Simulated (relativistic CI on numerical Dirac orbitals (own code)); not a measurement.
One change at a time: Te⁴⁷⁺

Base calculation: Dirac-Coulomb-Breit CI, separate exchange-only KLI orbitals for each configuration, a model potential for QED, unscaled Slater integrals.

Configurations in the expansion (outside the closed core 1s2): 2s²2p, 2s2p², 2p³, 2p²3s, 2p²3p, 2p²3d, 2s²3s, 2s²3p, 2s²3d, 2s2p3s, 2s2p3p, 2s2p3d, 2s²4s, 2s²4p, 2s²4d, 2s²4f. Levels of other configurations are missing.

The lowest level and the first level of each name with at least 55 % of one term (blank where a level has no safe partner in the second run):

```tsv
Level	Base (eV)	Shift (eV)
2s²2p ²P°1/2	0.00	0.00
2s2p² ⁴P1/2	154.29	-5.94
2s²2p ²P°3/2	303.71	+5.12
2s2p² ⁴P3/2	411.05	-0.67
2s2p² ²D5/2	441.97	+2.83
2s2p² ²D3/2	490.68	+1.15
2s2p² ²P1/2	491.53	-1.02
2s2p² ⁴P5/2	733.38	+6.25
2s2p² ²S1/2	804.62	+2.73
2s2p² ²P3/2	805.90	+5.34
2p³ ²D°5/2	949.82	+2.83
2p³ ²P°1/2	986.95	-1.80
2s²3s ²S1/2	4761.31	+8.69
2s²3p ²P°1/2	4815.23	+7.08
```

At this charge energies of transitions that change n are usually good to better than 1 %, and those within a shell (Δn = 0) to a few per cent.

Q: One thing was changed in a second run, which moved the levels as shown. Which?
A. QED terms removed
B. configuration mixing switched off
C. Breit term removed
D. non-relativistic limit

A: C. Breit term removed. The Breit term mainly narrows fine-structure intervals, so removing it widens them.

LS names give the leading component of a level, which can be under half, so a name can repeat, a term be missing and a line seem to break the LS rules.
